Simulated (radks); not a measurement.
Results of a calculation; reference values are marked as such.
Task: The mean radii <r> (bohr) of the occupied orbitals of an atom or ion are listed with their occupations. Code: a radial shooting solver on a logarithmic mesh with Libxc functionals. Model: scalar-relativistic Kohn-Sham, PBE, spin-polarised, spherical densities, point nucleus.

| orbital | occ. | <r> |
|---|---|---|
| 1s down | 1 | 0.02190 |
| 1s up | 1 | 0.02190 |
| 2s up | 1 | 0.09328 |
| 2s down | 1 | 0.09327 |
| 2p up | 3 | 0.08237 |
| 2p down | 3 | 0.08237 |
| 3s up | 1 | 0.2445 |
| 3s down | 1 | 0.2443 |
| 3p up | 3 | 0.2431 |
| 3p down | 3 | 0.2428 |
| 3d up | 5 | 0.2213 |
| 3d down | 5 | 0.2210 |
| 4s up | 1 | 0.5529 |
| 4s down | 1 | 0.5529 |
| 4p up | 3 | 0.5853 |
| 4p down | 3 | 0.5854 |
| 4d up | 5 | 0.6359 |
| 4d down | 5 | 0.6369 |
| 5s up | 1 | 1.326 |
| 5s down | 1 | 1.347 |
| 5p up | 3 | 1.550 |
| 5p down | 3 | 1.585 |
| 4f up | 7 | 0.8537 |
| 6s up | 1 | 3.923 |
| 6s down | 1 | 4.123 |
| 5d up | 1 | 2.741 |

Name the element and its charge. Open shells, if any, are filled with parallel spins first.

Result: Z = 64, gadolinium, charge 0: Gd in [Xe] 4f7 5d1 6s2. The 1s radius gives Z: for a bare nucleus <r> = (2 gamma + 1)/(2Z) with gamma = sqrt(1 - (Z/c)^2), 0.02163 bohr for Z = 64, and screening makes it slightly larger (0.02190 here). The occupations add up to 64, and the charge is Z minus that.
